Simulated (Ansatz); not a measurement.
ClFH$_{4}$O$_{2}$Si$_{2}$ (`O[Si](O)(F)[SiH2]Cl`), relaxed with RKS PBE0-D4/def2-TZVP in Ansatz 0.2.0 from a GFN2-xTB geometry. The force threshold is 0.005 eV/Å; the program also tests the step.

Total charge 0; spin multiplicity 1.

Start:

```xyz
10

O     1.720    0.878    0.118
Si    0.173    0.648   -0.251
O     0.024    0.665   -1.866
F    -0.662    1.948    0.241
Si   -0.578   -1.153    0.930
Cl    0.173   -2.892    0.248
H     2.267    1.523   -0.327
H    -0.824    0.746   -2.292
H    -2.040   -1.286    0.843
H    -0.253   -1.076    2.356
```

(1) By how much does the energy fall, and how many steps does the optimiser take? (Estimate.)

(2) Which bonds change most? (An estimate is asked.)

(3) Give the relaxed structure. (Estimate.)

Answers

(1) Ansatz gave: 0.11 eV, in 14 steps, 2 of them rejected.

(2) The calculation gave: Si2–Si5 from 2.281 to 2.337 Å; Si5–Cl6 from 2.013 to 2.060 Å; Si2–F4 from 1.622 to 1.600 Å; Si5–H10 from 1.465 to 1.483 Å.

(3) Ansatz gave: 
```xyz
10

O     1.739    0.909    0.140
Si    0.168    0.714   -0.210
O     0.024    0.624   -1.834
F    -0.698    1.965    0.288
Si   -0.616   -1.153    0.957
Cl    0.332   -2.831    0.230
H     2.301    1.354   -0.497
H    -0.830    0.797   -2.233
H    -2.076   -1.327    0.747
H    -0.344   -1.053    2.412
```
